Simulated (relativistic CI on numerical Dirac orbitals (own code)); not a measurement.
Spin-allowed bands of a d3 ion in a tetrahedral site, by hand

Problem. Take Δ = 8550 cm⁻¹ and B = 550 cm⁻¹ for a d3 ion in a tetrahedral site. Calculate the three spin-allowed bands.

Working.
1. The terms of highest spin are 4F (energy 0) and 4P (15B = 8250 cm⁻¹). Here the F term splits into A2 at +1.2Δ = 10260, T2 at +0.2Δ = 1710 and T1 at −0.6Δ = -5130 cm⁻¹.
2. The two T1 states mix through the element 0.4Δ: H = [[-5130, 3420], [3420, 8250]], with roots ½(H₁₁ + H₂₂) ∓ ½√[(H₂₂ − H₁₁)² + 4H₁₂²] = ½(3120) ∓ ½(15027) = -5953 and 9073 cm⁻¹.
3. The ground term is 4T1 at -5953 cm⁻¹.
4. Bands: 4T2 7663 cm⁻¹ (1305 nm), 4T1(P) 15027 cm⁻¹ (665 nm), 4A2 16213 cm⁻¹ (617 nm).

Check. Exact diagonalisation of the whole d3 shell with these parameters gives 4T2 7663, 4T1 15027, 4A2 16213 cm⁻¹. The match is exact, since without spin-orbit coupling no other term has this spin. The ratio of the second band to the first, 1.961, depends on Δ/B = 15.5 alone, which is how a Tanabe-Sugano diagram is read.
